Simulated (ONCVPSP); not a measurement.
## Os: one change to an ONCV potential, before and after

Os, optimised norm-conserving Vanderbilt (ONCV), made with ONCVPSP 4.0.1 (BLYP, scalar-relativistic). Core [Kr] 4d10 4f14, reference 5s2 5p6 5d6 (charge +2). Waves: 5s: rc 1.60 bohr, ncon 5, nbas 8, qcut 8.4 1/bohr, local; 5p: rc 2.00 bohr, ncon 4, nbas 8, qcut 6.9 1/bohr, 2 projectors, debl 1.4 Ha; 5d: rc 2.55 bohr, ncon 5, nbas 9, qcut 5.4 1/bohr, 2 projectors, debl 0.7 Ha; f scattering state at 0.47 Ha: rc 2.60 bohr, ncon 3, nbas 7, qcut 4.5 1/bohr, 2 projectors, debl 3.9 Ha. Local part: the s channel. Core correction: Teter function, fcfact 5.5, rcfact 1.6.

In the p channel the program set the typed energies aside and used -2.496, 0.050 Ha. In the d channel the program set the typed energies aside and used -0.840, 0.250 Ha.

Change: s: qcut 7.3.

Cutoffs: the cutoffs (Ha) at which the residual kinetic energy of the hardest occupied pseudo-wave falls to 1 and 0.1 mHa per electron; they do not see the model core or the augmentation charge, which bear on the density cutoff. Errors are all-electron minus pseudo energies relative to the spin-unpolarised reference configuration.

Q: What does the change do?

A: The potential gets neither clearly harder nor softer (28 Ha and 32 Ha → 24 Ha and 53 Ha); of the 4 tests that both files solve, the error grows in 3 and shrinks in 0 by more than 15 % and 0.3 meV (median size 504.8 → 948.3 meV); neither file shows a bound ghost.

```tsv
quantity	base	changed
cutoff, loose	28 Ha	24 Ha
cutoff, tight	32 Ha	53 Ha
loose cutoff by channel	s 28 Ha, p 14 Ha, d 13 Ha	s 24 Ha, p 14 Ha, d 13 Ha
bound ghosts	none	none
GHOST(+) flags under 300 eV	none	none
error for 5s2 5p6 5d6 6s2, meV [ΔE -26.52 eV]	+876	+1644
error for 5s2 5p6 5d6 6s1, meV [ΔE -16.99 eV]	+528	+990
error for 5s2 5p6 5d5, meV [ΔE 28.76 eV]	+1.1	+1.1
error for 5s2 5p6 5d6 6s1 6p1, meV [ΔE -21.49 eV]	+482	+906
s: phases at 1.63 bohr within 0.05 rad from the reference energy up to (Ha; the scan ends near 5)	-1.2	-1.6
p: phases at 2.03 bohr within 0.05 rad from the reference energy up to (Ha; the scan ends near 5)	to the end of the scan	to the end of the scan
d: phases at 2.60 bohr within 0.05 rad from the reference energy up to (Ha; the scan ends near 5)	4.2	4.2
f: phases at 2.64 bohr within 0.05 rad from the reference energy up to (Ha; the scan ends near 5)	1.9	1.9
rms error of d²Exc/dni dnj with the model core, mHa	3.30	3.50
```
